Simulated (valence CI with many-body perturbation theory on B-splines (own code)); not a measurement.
# Level structure of Ta40+

Calculated by valence CI with perturbative core correlation (CI+MBPT): five valence electrons over a frozen Dirac-Fock core [Ar] 3d10, a basis of 11 s, 11 p, 10 d, 8 f, 5 g, 2 h functions for each j, with the one-electron correlation potential Σ1, the two-electron term Σ2, the three-electron term Σ3, Breit, model QED; selected CI, second order for the rest, scaled by the run's own slope (own B-spline code, finite nucleus).

No measured spectrum was set against this ion. As an estimate, large intervals hold to a few tenths of a per cent, small ones and those within an open d or f shell to about a per cent. Among the levels kept, up to 2100 cm⁻¹ of a level comes from second order outside the variational space, and about a tenth of that is noise between levels of different J, which matters for small intervals.

Levels 136 to 180 of 180, with energies above the lowest level, (4s^2 4p1/2^2 4p3/2) J=3/2. "Leading %" is the weight of the configuration and term that name the level; weights of strongly mixed levels are sums over their largest components and can fall short, so below about 35 % the name and the second component can differ from the true leading terms, or belong to a minority configuration. In the jj column 3d3/2^4 stands for four electrons in 3d with j = 3/2. Lifetimes count E1, E2, E3, M1 and M2 decay at the calculated energies, and are blank where another channel may lead or the interval is too uncertain; long ones can be off by a factor of two.

| No. | Configuration | Term | J | E (Ry) | Leading % | Leading jj | Lifetime | g |
| --- | --- | --- | --- | --- | --- | --- | --- | --- |
| 136 | 4p5 | 2P° | 1/2 | 35.656 | 59 | 4p1/2 4p3/2^4 (59 %) | 583 fs | 0.798 |
| 137 | 4s 4p2 4d2 | 4P | 1/2 | 35.903 | 45 | 4s 4p1/2^2 4d3/2^2 (86 %) | 12.1 ps | 2.552 |
| 138 | 4s2 4p 4d2 | 4D° | 3/2 | 36.299 | 27 | 4s^2 4p3/2 4d3/2^2 (79 %) | 369 fs | 0.918 |
| 139 | 4s2 4p 4d2 | 4D° | 1/2 | 36.300 | 62 | 4s^2 4p3/2 4d3/2^2 (79 %) | 405 fs | 0.281 |
| 140 | 4s2 4p 4d2 | 4F° | 5/2 | 36.352 | 32 | 4s^2 4p3/2 4d3/2^2 (76 %) | 395 fs | 1.032 |
| 141 | 4s2 4p 4d2 | 2F° | 7/2 | 36.399 | 25 | 4s^2 4p3/2 4d3/2^2 (77 %) | 433 fs | 1.091 |
| 142 | 4s 4p2 4d2 | 4F | 7/2 | 36.745 | 24 | 4s 4p1/2^2 4d3/2 4d5/2 (85 %) | 5.92 ps | 1.231 |
| 143 | 4s2 4p 4d2 | 2S° | 1/2 | 36.777 | 29 | 4s^2 4p3/2 4d3/2 4d5/2 (56 %) | 768 fs | 2.036 |
| 144 | 4s2 4p 4d2 | 4G° | 9/2 | 36.814 | 46 | 4s^2 4p3/2 4d3/2 4d5/2 (87 %) | 737 fs | 1.197 |
| 145 | 4s2 4p 4d2 | 4D° | 3/2 | 36.818 | 24 | 4s^2 4p3/2 4d3/2^2 (48 %) | 506 fs | 1.218 |
| 146 | 4s2 4p 4d2 | 2F° | 7/2 | 36.822 | 26 | 4s^2 4p3/2 4d3/2 4d5/2 (76 %) | 742 fs | 1.155 |
| 147 | 4s2 4p 4d2 | 4P° | 3/2 | 36.831 | 20 | 4s^2 4p3/2 4d3/2 4d5/2 (39 %) | 640 fs | 1.476 |
| 148 | 4s 4p2 4d2 | 4F | 5/2 | 36.900 | 15 | 4s 4p1/2^2 4d3/2 4d5/2 (80 %) | 5.90 ps | 1.222 |
| 149 | 4s2 4p 4d2 | 2F° | 5/2 | 36.923 | 29 | 4s^2 4p3/2 4d3/2 4d5/2 (65 %) | 874 fs | 1.145 |
| 150 | 4s2 4p 4d2 | 4G° | 11/2 | 37.052 | 69 | 4s^2 4p3/2 4d3/2 4d5/2 (69 %) | 1.17 ps | 1.216 |
| 151 | 4s2 4p 4d2 | 4D° | 7/2 | 37.058 | 35 | 4s^2 4p3/2 4d3/2 4d5/2 (74 %) | 885 fs | 1.230 |
| 152 | 4s2 4p 4d2 | 4D° | 5/2 | 37.060 | 42 | 4s^2 4p3/2 4d3/2 4d5/2 (89 %) | 869 fs | 1.399 |
| 153 | 4s 4p2 4d2 | 6D | 3/2 | 37.079 | 29 | 4s 4p1/2^2 4d3/2 4d5/2 (87 %) | 4.20 ps | 1.507 |
| 154 | 4s 4p2 4d2 | 2G | 9/2 | 37.120 | 15 | 4s 4p1/2^2 4d3/2 4d5/2 (74 %) | 7.93 ps | 1.201 |
| 155 | 4s 4p2 4d2 | 4H | 7/2 | 37.292 | 18 | 4s 4p1/2^2 4d3/2 4d5/2 (60 %) | 8.65 ps | 0.982 |
| 156 | 4s2 4p 4d2 | 2D° | 5/2 | 37.380 | 26 | 4s^2 4p3/2 4d5/2^2 (61 %) | 12.3 ps | 1.233 |
| 157 | 4s 4p2 4d2 | 6D | 3/2 | 37.392 | 9 | 4s 4p1/2^2 4d3/2 4d5/2 (63 %) | 5.64 ps | 1.194 |
| 158 | 4s2 4p 4d2 | 2G° | 9/2 | 37.503 | 35 | 4s^2 4p3/2^2 4f5/2 (34 %) | 1.65 ps | 1.081 |
| 159 | 4s 4p2 4d2 | 2F | 5/2 | 37.504 | 20 | 4s 4p1/2^2 4d3/2 4d5/2 (78 %) | 4.20 ps | 1.175 |
| 160 | 4s2 4p2 4f | 4F° | 5/2 | 37.514 | 16 | 4s^2 4p3/2^2 4f5/2 (61 %) | 2.07 ps | 1.052 |
| 161 | 4s2 4p2 4f | 4F° | 7/2 | 37.539 | 17 | 4s^2 4p3/2^2 4f5/2 (44 %) | 1.48 ps | 1.115 |
| 162 | 4s2 4p2 4f | 2D° | 3/2 | 37.592 | 29 | 4s^2 4p3/2^2 4f5/2 (55 %) | 1.93 ps | 0.856 |
| 163 | 4s 4p3 4d | 4F° | 9/2 | 37.620 | 19 | 4s 4p3/2^3 4d5/2 (35 %) | 4.48 ps | 1.232 |
| 164 | 4s2 4p 4d2 | 2H° | 11/2 | 37.647 | 48 | 4s^2 4p3/2 4d5/2^2 (48 %) | 5.35 ps | 1.163 |
| 165 | 4s 4p2 4d2 | 4D | 1/2 | 37.659 | 15 | 4s 4p1/2^2 4d3/2 4d5/2 (63 %) | 5.26 ps | 1.256 |
| 166 | 4s2 4p2 4f | 4D° | 1/2 | 37.747 | 26 | 4s^2 4p3/2^2 4f5/2 (46 %) | 1.49 ps | 0.425 |
| 167 | 4s2 4p 4d2 | 2F° | 7/2 | 37.790 | 29 | 4s^2 4p3/2 4d5/2^2 (66 %) | 15.4 ps | 1.217 |
| 168 | 4s2 4p 4d2 | 2F° | 5/2 | 38.012 | 40 | 4s^2 4p3/2 4d3/2 4d5/2 (69 %) | 640 fs | 1.013 |
| 169 | 4s 4p3 4f | 2F | 7/2 | 38.052 | 12 | 4s 4p1/2^2 4p3/2 4f5/2 (53 %) | 4.28 ps | 1.052 |
| 170 | 4s2 4p 4d2 | 2G° | 7/2 | 38.124 | 30 | 4s^2 4p3/2 4d3/2 4d5/2 (60 %) | 651 fs | 1.155 |
| 171 | 4s2 4p2 4f | 2F° | 5/2 | 38.155 | 22 | 4s^2 4p3/2 4d3/2 4d5/2 (46 %) | 1.00 ps | 1.017 |
| 172 | 4s2 4p 4d2 | 2P° | 3/2 | 38.157 | 25 | 4s^2 4p3/2 4d3/2 4d5/2 (51 %) | 717 fs | 1.111 |
| 173 | 4s 4p3 4f | 4F | 5/2 | 38.282 | 19 | 4s 4p1/2^2 4p3/2 4f5/2 (71 %) | 3.05 ps | 1.075 |
| 174 | 4s 4p3 4f | 4F | 9/2 | 38.322 | 12 | 4s 4p1/2^2 4d5/2^2 (54 %) | 5.60 ps | 1.293 |
| 175 | 4s 4p3 4d | 4P° | 1/2 | 38.352 | 24 | 4s 4p3/2^3 4d3/2 (50 %) | 556 fs | 2.062 |
| 176 | 4s 4p3 4f | 6F | 3/2 | 38.438 | 30 | 4s 4p1/2^2 4p3/2 4f5/2 (81 %) | 3.13 ps | 1.003 |
| 177 | 4s2 4p 4d2 | 2P° | 3/2 | 38.444 | 15 | 4s^2 4p3/2^2 4f7/2 (33 %) | 1.17 ps | 1.199 |
| 178 | 4s 4p3 4f | 4D | 1/2 | 38.481 | 47 | 4s 4p1/2^2 4p3/2 4f5/2 (90 %) | 3.24 ps | -0.133 |
| 179 | 4s 4p3 4f | 6F | 7/2 | 38.481 | 21 | 4s 4p1/2^2 4p3/2 4f7/2 (53 %) | 4.61 ps | 1.213 |
| 180 | 4s 4p3 4f | 6F | 9/2 | 38.503 | 20 | 4s 4p1/2^2 4p3/2 4f5/2 (45 %) | 2.17 ps | 1.275 |

Where two levels of one J and parity lie close, their mixing, g and order are uncertain.
